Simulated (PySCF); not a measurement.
**Trend along the alkaline earths: MH anions**

r²SCAN with double-zeta basis sets in PySCF, for the lowest determinant that a PBE0 search found; no spin–orbit coupling. De refers to high-spin ground-configuration atoms (the charge goes to the atom of lower measured ionisation energy or higher electron affinity, which is not always the lowest computed limit). A positive dipole points towards H; it is taken about the centre of mass and depends on that origin.

```tsv
M	basis	charged atom	state (unpaired electrons)	Re (Å)	ωe (cm⁻¹)	De (eV)	μ (D)
Be	aug-cc-pVDZ-DK	H−	singlet (closed shell)	1.435	1613	2.18	4.77
Mg	aug-cc-pVDZ	H−	singlet (closed shell)	1.881	1096	1.57	2.28
Ca	aug-cc-pVDZ-X2C/aug-cc-pVDZ-DK	H−	singlet (closed shell)	2.084	1093	2.15	2.11
Sr	aug-cc-pVDZ-X2C/aug-cc-pVDZ-DK	H−	singlet (closed shell)	2.257	1000	2.02	1.34
```

The shortest bond is that of BeH⁻ (1.435 Å), the longest that of SrH⁻ (2.257 Å).

The rows differ in basis set, which adds steps of its own.

Down a group the atoms grow and get heavier, so bonds lengthen and wavenumbers fall; this series shows no clear exception.

For an ion De counts to the pair picked by the measured ionisation energies or electron affinities, which need not be the lowest pair at this level. The highest Kohn–Sham level is positive in some of these anions. Much of that is self-interaction error, but it also means that the finite basis helps to hold the extra electron.
